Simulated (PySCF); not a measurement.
BP86 on Co⁻ (cobalt, charge -1), [Ar] 3d8 4s2, high-spin 3F determinant. Computed with PySCF 2.14 in aug-cc-pwCVTZ-DK with one added diffuse shell each of s, p, d, f, g type (11s10p8d5f4g, 152 functions), with the spin-free X2C one-electron Hamiltonian (Gaussian nucleus).

```
cycle= 3 E= -1393.32092525197  delta_E= -1.39  |g|= 0.845  |ddm|= 1.87
cycle= 4 E= -1393.51229488907  delta_E= -0.191  |g|= 0.112  |ddm|=  8.2
cycle= 5 E= -1393.3829760875  delta_E= 0.129  |g|= 0.604  |ddm|= 5.18
cycle= 6 E= -1393.44414329035  delta_E= -0.0612  |g|= 0.527  |ddm|= 4.91
cycle= 7 E= -1393.53927437686  delta_E= -0.0951  |g|= 0.0137  |ddm|= 1.41
cycle= 8 E= -1393.53922999248  delta_E= 4.44e-05  |g|= 0.0346  |ddm|= 0.217
cycle= 9 E= -1393.53980846543  delta_E= -0.000578  |g|= 0.00115  |ddm|= 0.0988
cycle= 10 E= -1393.53979893092  delta_E= 9.53e-06  |g|= 0.00653  |ddm|= 0.0373
cycle= 11 E= -1393.53981461443  delta_E= -1.57e-05  |g|= 0.00162  |ddm|= 0.0122
cycle= 12 E= -1393.53981549161  delta_E= -8.77e-07  |g|= 0.000223  |ddm|= 0.00217
cycle= 13 E= -1393.53981550378  delta_E= -1.22e-08  |g|= 5.87e-05  |ddm|= 0.000518
cycle= 14 E= -1393.53981550491  delta_E= -1.13e-09  |g|= 9.46e-06  |ddm|= 7.98e-05
cycle= 15 E= -1393.53981550495  delta_E= -3.55e-11  |g|= 6.65e-07  |ddm|= 2e-05
converged SCF energy = -1393.53981550495  <S^2> = 2.0382249  2S+1 = 3.0253759
```

Highest occupied orbital energy: 1.938 eV; ⟨L²⟩ = 12.04; populations by l: s 8.00, p 12.00, d 8.00, f 0.00.

Question: Can this result be used?

Answer: With care. Self-consistency was reached. At BP86 the highest occupied level has a positive energy, so only the finite basis holds that electron; in a semilocal or global hybrid functional this comes from self-interaction and does not mean that the real anion is unbound.
